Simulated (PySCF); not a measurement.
From one molecule to another.

First species: C4H4F2O3.
Geometry (GFN2-xTB, Å), atoms numbered from 1 in this order:
```
atom  x, y, z in Å
O1    -0.562    2.902   -0.087
C2    -0.301    1.753    0.021
O3     0.944    1.317    0.137
C4     1.245   -0.065    0.308
C5     0.269   -0.927   -0.478
C6    -1.110   -0.520    0.016
F7    -2.087   -1.081   -0.725
F8    -1.304   -1.002    1.276
O9    -1.321    0.832    0.018
H10    2.272   -0.184   -0.042
H11    1.197   -0.311    1.377
H12    0.424   -1.988   -0.291
H13    0.328   -0.726   -1.549
```

Second species: 2-methoxy-1,3-dioxolane, C4H8O3.
SMILES: `COC1OCCO1`

Levels: PBE0/def2-SVPD for HOMO energy, LUMO energy, HOMO–LUMO gap and static isotropic polarisability; TDDFT PBE0/def2-SVPD for lowest singlet excitation; TDA PBE0/def2-SVPD for lowest triplet excitation (Tamm–Dancoff). Geometries: GFN2-xTB. All species are isolated and taken at one optimised geometry, non-relativistic unless stated; the electronic structure was computed with PySCF and density fitting.

Values for the first species:

- HOMO energy: -9.20 eV
- LUMO energy: 0.14 eV
- HOMO–LUMO gap: 9.34 eV
- Lowest singlet excitation: 6.92 eV
- Lowest triplet excitation (Tamm–Dancoff): 6.40 eV
- Static isotropic polarisability: 57.1 au

(1) Estimate the same properties for the second species, and the change in each.

Results:

(1) 
```tsv
property	first	second	second less first
HOMO energy	-9.20 eV	-7.67 eV	+1.53 eV
LUMO energy	0.14 eV	0.69 eV	+0.55 eV
HOMO–LUMO gap	9.34 eV	8.36 eV	-0.98 eV
lowest singlet excitation	6.92 eV	7.20 eV	+0.28 eV
lowest triplet excitation (Tamm–Dancoff)	6.40 eV	7.08 eV	+0.68 eV
static isotropic polarisability	57.1 au	59.2 au	+2.1 au
```

On the first: The vertical singlet–triplet gap S1 − T1 is 0.52 eV (TDDFT singlet less Tamm–Dancoff triplet; S1: HOMO→LUMO+1, weight 0.75; T1: HOMO→LUMO+1, weight 0.75). No computed singlet falls in the visible range (750 to 380 nm, 1.65 to 3.26 eV); S1 lies 3.66 eV above its blue end.

On the second: S1 lies 1.16 eV below the HOMO–LUMO gap; its leading configuration is HOMO→LUMO, weight 0.96. No computed singlet falls in the visible range (750 to 380 nm, 1.65 to 3.26 eV); S1 lies 3.94 eV above its blue end.

One conformer stands for the species.
